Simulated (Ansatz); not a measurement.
The same path of FGeH3 + H (6 atoms, charge 0, multiplicity 2) was run twice with different band settings. Lost on the way: Ge1–F2. Made: F2–H6.

The calculation used Ansatz, UKS PBE0/def2-TZVP.

Relaxed end points:

```xyz
6
Properties=species:S:1:pos:R:3
Ge -0.001 0.000 -0.341
F 0.001 0.000 1.401
H 1.470 0.000 -0.770
H -0.734 1.276 -0.771
H -0.734 -1.276 -0.771
H 0.000 0.000 4.783
```

```xyz
6
Properties=species:S:1:pos:R:3
Ge 0.002 0.000 -0.639
F -0.011 0.000 3.304
H 1.466 0.000 -1.119
H -0.730 1.267 -1.120
H -0.730 -1.267 -1.120
H 0.005 0.000 4.224
```

Common settings: movable images 9; climbing image yes; optimiser quadratic models (default); start path through a guess of the saddle point; force threshold 0.05 eV/Å; iteration limit 60; end points relaxed.

| run | spring |
| --- | --- |
| 1 | 5.0 eV/Å² |
| 2 | 2.0 to 10.0 eV/Å², energy-weighted |

(1) What does each run give, and how far can it be trusted?

## Answers

(1) Run 1: converged after 10 iterations, highest image 0.907 eV above the first end. A vibrational analysis at the climbing image gives one clearly imaginary mode, 1355i cm⁻¹: a first-order saddle point.
Run 2: converged after 6 iterations, highest image 0.907 eV above the first end. Another band between the same ends (9 images) ends at a top of the same energy, where a vibrational analysis finds 1 clearly imaginary mode.
